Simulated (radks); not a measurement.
The numbers below are computed, except where a source is named.
Eu II, configuration [Xe] 4f7 6s1. Code: a radial shooting solver on a logarithmic mesh with Libxc functionals. Model: non-relativistic Kohn-Sham, PBEsol, spin-polarised, spherical densities, point nucleus; open shells are filled with parallel spins first (spin-orbit coupling, left out, can overturn this in heavy ions); relativity is left out, which matters for an element this heavy.

X-ray form factor f0, the Fourier transform of the density (f0(0) = 62):

sin(theta)/lambda (1/angstrom)  f0 (electrons)
0.05                                    60.969
0.1                                     58.407
0.15                                    55.165
0.2                                     51.704
0.25                                    48.250
0.3                                     44.968
0.4                                     39.243
0.5                                     34.580
0.6                                     30.664
0.8                                     24.459
1                                       20.191
1.25                                    16.881
1.5                                     14.652
2                                       10.924
